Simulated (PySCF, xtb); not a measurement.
Ge(H)2(OH)2 (GeH4O2), SMILES [OH][GeH2][OH]. The values are those of a single conformer.

Harmonic wavenumbers (cm⁻¹) from GFN2-xTB in xtb at its own minimum, in rising order: 202, 210, 311, 494, 560, 572, 587, 671, 761, 811, 820, 2010, 2041, 3638, 3642.

Problem. What does PBE0-D3(BJ)/def2-TZVP (PySCF 2.14.0) give at its own minimum? (Estimate from the structure and the level; the computed values follow.)

Solution. 210, 236, 319, 544, 669, 713, 716, 806, 861, 929, 944, 2181, 2188, 3893, 3895. Paired by order, the mean absolute difference is 118 cm⁻¹ and the zero-point energies are 24.8 and 27.3 kcal/mol.
